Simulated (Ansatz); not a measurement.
Consider the cleavage of the Si–Si bond: `C[SiH](F)[SiH2]O` + HBr → `C[SiH](F)Br` + `O[SiH3]`.

Program: Ansatz. Geometries: PBE0-D4/def2-TZVP. ΔE: electronic, gas phase. CCSD(T)/CBS adds triple-zeta CCSD(T) − MP2 to the extrapolated MP2 energy (def2 sets, frozen cores). Functionals use def2-TZVPP. HSE06 is defined as in plane-wave codes. For Br outer-core shells are correlated without core-valence functions, which leaves a few kJ/mol of doubt a bond. Scalar relativity is left out up to krypton. Each species was taken in one conformer, which may not be the lowest.

Problem. Is it downhill or uphill in electronic energy at CCSD(T)/CBS, and by how much? (An estimate is asked.)

Solution. Computed: Downhill: ΔE = -124.1 kJ/mol.

Problem. What do these levels give: r2SCAN-D4, PBE-QIDH, HSE06, LC-ωPBE, HF/def2-TZVPP, HF/def2-QZVPP? (An estimate is asked.)

Solution. Ansatz gave: r2SCAN-D4 -119.6, PBE-QIDH -124.6, HSE06 -114.4, LC-ωPBE -116.3, HF/def2-TZVPP -138.2, HF/def2-QZVPP -138.5 kJ/mol.

Largest T1 diagnostic among the species: 0.012.

In def2-TZVPP, CCSD(T) changes the Hartree–Fock value by +17.9 kJ/mol (the triples alone add +1.6 kJ/mol) and MP2 by +6.0 kJ/mol. From BLYP to BHLYP (50 % exact exchange), in def2-TZVPP and without D4, ΔE moves by −14.8 kJ/mol.
